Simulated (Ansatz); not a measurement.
Pulling on the B1–H2 bond in CH5BO (SMILES BOC) (multiplicity 1 held, fragments rigid). Energies count from the point at 1.192 Å.
Geometry at that point (charge 0, multiplicity 1):
```xyz
8

B     -0.296     0.113     1.272
H     -1.184     0.527     1.952
H      0.697    -0.379     1.731
O     -0.447     0.218    -0.057
C      0.535    -0.236    -0.983
H      1.396    -0.665    -0.466
H      0.083    -0.987    -1.631
H      0.856     0.610    -1.592
```

Active spaces are followed from a long bond inwards. Curves can end on different states.

Cores are frozen in the correlated methods.

Run with Ansatz (a quantum-chemistry and plane-wave program) with Gaussian orbitals. Values without a source in brackets are computed.

Predict the energy at R = 3.816 Å from SC-NEVPT2 on CASSCF(2,2)/cc-pVDZ.

4.47 eV

Estimate the energy at R = 3.816 Å that FIC-MRCISD+Q on CASSCF(2,2)/cc-pVDZ returns for this input.

4.61 eV

What is the computed energy at R = 3.816 Å (CASSCF(2,2)/cc-pVDZ)?

4.19 eV
